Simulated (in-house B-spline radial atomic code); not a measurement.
**BP86 excitations of the fluorine ion F⁷⁺**

Method: BP86. Computed with an all-electron radial atomic-structure program (B-spline basis): linear response of the closed shell 1s2 with the functional's adiabatic kernel; scalar-relativistic (spin-free one-electron X2C), finite nucleus, no spin-orbit coupling, no double excitations, S, P, D and F terms only.

Command:
```bash
python run_td.py task.json out
```
Settings (radii: box in bohr, nucleus in fm):
```
Z                        9
electrons                2
configuration            1s2
hamiltonian              x2c
method                   b88,p86
box_radius               12.81
rms_radius               2.8976
intervals                71
```

Time taken, with all properties: 0.1 s on 1 thread of Intel(R) Xeon(R) Platinum 8375C CPU @ 2.90GHz (Ice Lake) (shared host).

The lowest states, in the order of their Tamm-Dancoff energies; the method's threshold (minus the highest occupied level) is 901.21 eV. Labels give the largest channel, * marks a mixed state, and oscillator strengths are full-response dipole values. Semilocal kernels can invert the small singlet-triplet splittings of Rydberg terms. Energies in eV:

```tsv
state	full response	Tamm-Dancoff	oscillator strength
1s → 2s 3S	?	?	-
1s → 2s 1S	712.68	712.78	-
1s → 2p 3P	714.84	714.87	-
1s → 2p 1P	720.22	720.25	0.642
1s → 3s 3S	?	?	-
1s → 3s 1S	821.12	821.14	-
1s → 3p 3P	822.01	822.02	-
1s → 3p 1P	823.44	823.44	0.135
1s → 3d 1D	824.37	824.37	-
1s → 3d 3D	824.43	824.43	-
```

Where does 1s → 2s 3S lie?

At 704.51 eV in full response, 704.53 eV in Tamm-Dancoff.

Where does 1s → 3s 3S lie?

At 819.03 eV in full response, 819.03 eV in Tamm-Dancoff.

How large is the singlet-triplet splitting of 1s → 2s (S terms) in Tamm-Dancoff?

8.25 eV, from the unrounded values.

What polarisabilities and dispersion coefficient does the method give?

Dipole 0.001645 bohr³, quadrupole 8.038e-05 bohr⁵, C6 6.331e-05 hartree·bohr⁶ for two such species.
